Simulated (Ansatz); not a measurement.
Consider the atomization: `[NH2][GeH2][F]` → F• + Ge• + 4 H• + N•.

Isolated molecules relaxed with PBE0-D4/def2-TZVP in Ansatz; ΔE leaves out vibrations. CBS: MP2 limit from def2 TZ/QZ plus the TZ coupled-cluster correction, frozen cores. This one scheme is used for every species, atoms too. Functionals use def2-TZVPP. B3LYP here is the variant with VWN-RPA as its local correlation; programs differ in this. No spin–orbit coupling; open shells (•) take unrestricted orbitals. Spin–orbit coupling would lower the free atoms: a little for F; clearly for Ge. Bonds to Ge are less sure, by a few kJ/mol each and by 10 to 20 or more in all where they break to atoms, as the def2 sets lack core-valence functions. Scalar relativity is left out up to krypton. Each species was taken in one conformer, which may not be the lowest.

```tsv
level	ΔE (kJ/mol)	difference from CCSD(T)/CBS
PBE-D4	2214.3	4.2
revPBE-D4	2153.7	-56.4
PBE0-D4	2164.5	-45.6
B3LYP-D4	2189.8	-20.3
ωB97X-V	2213.7	3.6
ωB97M-V	2192.8	-17.3
revPBE	2124.7	-85.4
r2SCAN	2183.7	-26.4
r2SCAN0	2137.5	-72.6
HF/def2-SVP	1490.9	-719.2
HF/def2-TZVPP	1509.1	-701.0
MP2/def2-TZVPP	2173.9	-36.2
CCSD/def2-TZVPP	2117.9	-92.2
CCSD(T)/def2-TZVPP	2150.3	-59.8
SCS-MP2/def2-QZVPP	2222.7	12.6
CCSD/CBS(def2)	2177.8	-32.3
CCSD(T)/CBS	2210.1	0
```

Largest T1 diagnostic among the species: 0.011.

From BLYP to BHLYP (50 % exact exchange), in def2-TZVPP and without D4, ΔE moves by −66.9 kJ/mol: exact exchange takes away binding that semilocal exchange gives to molecules. The D4 term adds +14.9 kJ/mol with B3LYP and +7.6 kJ/mol with PBE0; it sums over pairs of atoms, weighted by their polarisabilities, and B3LYP, whose exchange is more repulsive, gets the larger term.

For atomizations the MP2-based limit and the directly extrapolated one differ by several kJ/mol either way, and by 10 to 25 for some Ge, Se and Sn compounds, so smaller differences from it don't rank the levels.
